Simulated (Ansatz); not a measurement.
CH₄F₂HfOSe, SMILES `C[Se][Hf]([OH])([F])[F]`, charge 0, multiplicity 1.

(1) Give a relaxed structure at PBE0-D4/def2-TZVP (the Gaussian-basis code of Ansatz). (Best estimate.)

Results:

(1) The calculation gave: 
Z-matrix (Å, degrees):
```
C
Se 1 1.975
H 1 1.088 2 110.4
H 1 1.089 2 111.0 3 123.3
H 1 1.088 2 106.2 3 -118.5
Hf 2 2.568 1 93.4 3 -68.8
F 6 1.908 2 108.2 1 -56.9
O 6 1.899 2 107.3 1 -179.1
F 6 1.907 2 108.5 1 58.7
H 8 0.952 6 170.4 2 178.8
```
This is one stationary point; other conformers may exist.
